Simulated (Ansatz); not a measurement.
The C2–H3 bond of CH4MgO (SMILES [CH3][Mg][OH]) is stretched (multiplicity 1, the rest rigid).
Geometry at rest (charge 0, multiplicity 1):
```xyz
7

Mg     0.012    -0.082     0.059
C     -0.243     1.594    -1.144
H     -1.027     2.249    -0.755
H     -0.524     1.315    -2.163
H      0.676     2.184    -1.207
O      0.230    -1.508     1.082
H      0.346    -2.273     1.631
```

Frozen-core correlation.

Programs: Ansatz (Gaussian orbitals). Values without a source in brackets are computed.

FIC-MRCISD+Q on CASSCF(2,2)/def2-TZVPP, total energies (hartree):

```json
[
 {"R (Å)": "1.093", "CASSCF": "-314.765808", "MRCISD": "-315.194150", "weight c² of the reference": "0.89627"},
 {"R (Å)": "1.913", "CASSCF": "-314.668569", "MRCISD": "-315.085776", "weight c² of the reference": "0.89598"},
 {"R (Å)": "3.497", "CASSCF": "-314.611138", "MRCISD": "-315.021505", "weight c² of the reference": "0.89779"}
]
```

Task: Add the Davidson correction (E_MRCISD − E_CASSCF)(1 − c²)/c² and give the energies above the first point at the three levels.

Result: 
Corrections (hartree): -0.049574, -0.048434, -0.046717. Above the first point (kcal/mol):
- R = 1.913 Å: CASSCF 61.0, MRCISD 68.0, with the correction 68.7
- R = 3.497 Å: CASSCF 97.1, MRCISD 108.3, with the correction 110.1

Ansatz is an electronic-structure program.
